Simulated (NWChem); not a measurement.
System meant: MoH5Cl; SMILES [Cl][MoH5]

Here is an NWChem input.

```
start job
memory heap 200 mb stack 900 mb global 1100 mb
geometry units angstroms noautoz
  Mo    -0.103627    -0.243461    -0.785070
  Cl    -0.168467     0.385352     1.378880
  H      0.795894     1.091306    -0.958158
  H     -0.260603     0.771715    -2.066624
  H      0.749160    -1.662334    -1.036304
  H      1.229979    -0.190794    -1.742322
  H     -1.592345    -0.150396    -1.545740
end
basis spherical
  Mo library def2-svp
  Cl library def2-svp
  H library def2-svp
end
ecp
  Mo library def2-ecp
end
dft
  odft
  mult 2
  xc b3lyp
  iterations 150
  mulliken
end
task dft energy
```

End of the output:

```
 ==============================================================================
                                 internuclear angles
 ------------------------------------------------------------------------------
        center 1       |       center 2       |       center 3       |  degrees
 ------------------------------------------------------------------------------
    2 Cl               |   1 Mo               |   3 H                |    83.61
    2 Cl               |   1 Mo               |   4 H                |   125.02
    2 Cl               |   1 Mo               |   5 H                |   113.27
    2 Cl               |   1 Mo               |   6 H                |   125.02
    2 Cl               |   1 Mo               |   7 H                |   113.27
    3 H                |   1 Mo               |   4 H                |    57.32
    3 H                |   1 Mo               |   5 H                |   113.56
    3 H                |   1 Mo               |   6 H                |    57.32
    3 H                |   1 Mo               |   7 H                |   113.56
    4 H                |   1 Mo               |   5 H                |   117.09
    4 H                |   1 Mo               |   6 H                |    66.61
    4 H                |   1 Mo               |   7 H                |    61.72
    5 H                |   1 Mo               |   6 H                |    61.72
    5 H                |   1 Mo               |   7 H                |   115.58
    6 H                |   1 Mo               |   7 H                |   117.09
 ------------------------------------------------------------------------------
                            number of included internuclear angles:         15
 ==============================================================================

 Summary of "ao basis" -> "" (spherical)
 ------------------------------------------------------------------------------
       Tag                 Description            Shells   Functions and Types
 ---------------- ------------------------------  ------  ---------------------
 Mo                         def2-svp                11       31   5s3p2d1f
 Cl                         def2-svp                 8       18   4s3p1d
 H                          def2-svp                 3        5   2s1p

                                 NWChem DFT Module
                                 -----------------

 Summary of "ao basis" -> "ao basis" (spherical)
 ------------------------------------------------------------------------------
       Tag                 Description            Shells   Functions and Types
 ---------------- ------------------------------  ------  ---------------------
 Mo                         def2-svp                11       31   5s3p2d1f
 Cl                         def2-svp                 8       18   4s3p1d
 H                          def2-svp                 3        5   2s1p

      Symmetry analysis of basis
      --------------------------

        a'         48
        a"         26

  number of electrons :                   36
  multiplicity        :                    2
 ------------------------------------------------------------------------
  no. of electrons and multiplicity not compatible                  36
 ------------------------------------------------------------------------
 ------------------------------------------------------------------------
  current input line :
    27: task dft energy
 ------------------------------------------------------------------------
 ------------------------------------------------------------------------
 There is an error in the input file
 ------------------------------------------------------------------------
 For more information see the NWChem manual at https://nwchemgit.github.io

0: no. of electrons and multiplicity not compatible:Received an Error in Communication
```

Q: What is wrong, and how is it mended?

A: The input was rejected before any calculation. Cause: the multiplicity doesn't fit the number of electrons (an even count wants an odd multiplicity, and the reverse). This input runs:
```
start job
memory heap 200 mb stack 900 mb global 1100 mb
geometry units angstroms noautoz
  Mo    -0.103627    -0.243461    -0.785070
  Cl    -0.168467     0.385352     1.378880
  H      0.795894     1.091306    -0.958158
  H     -0.260603     0.771715    -2.066624
  H      0.749160    -1.662334    -1.036304
  H      1.229979    -0.190794    -1.742322
  H     -1.592345    -0.150396    -1.545740
end
basis spherical
  * library def2-svp
end
ecp
  Mo library def2-ecp
end
dft
  xc b3lyp
  iterations 150
  mulliken
end
task dft energy
```
It converges to -531.24011 Ha (B3LYP/def2-SVP with def2 effective core potentials on Mo).
